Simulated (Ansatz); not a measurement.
Reaction (ligand exchange at the Si–N bond): `CN([SiH3])CF` + `FBN[SiH3]` → `FBN([SiH3])[SiH3]` + `CNCF`

Calculated with Ansatz (gas phase, PBE0-D4/def2-TZVP geometries, no zero-point term in ΔE). CCSD(T)/CBS adds triple-zeta CCSD(T) − MP2 to the extrapolated MP2 energy (def2 sets, frozen cores). DFT in def2-TZVPP. One conformer a species, not always the lowest.

Problem. Is it downhill or uphill in electronic energy at CCSD(T)/CBS, and by how much? (An estimate is asked.)

Solution. Ansatz gave: Downhill: ΔE = -1.5 kcal/mol.

Problem. What do these levels give: ωB97M-V, B2PLYP, r2SCAN, CCSD(T)/def2-TZVPP, HF/def2-QZVPP, MP2/def2-QZVPP? (Best estimate.)

Solution. Computed: ωB97M-V -1.2, B2PLYP -0.8, r2SCAN -1.3, CCSD(T)/def2-TZVPP -1.3, HF/def2-QZVPP -1.3, MP2/def2-QZVPP -1.3 kcal/mol.

Largest T1 diagnostic among the species: 0.012.
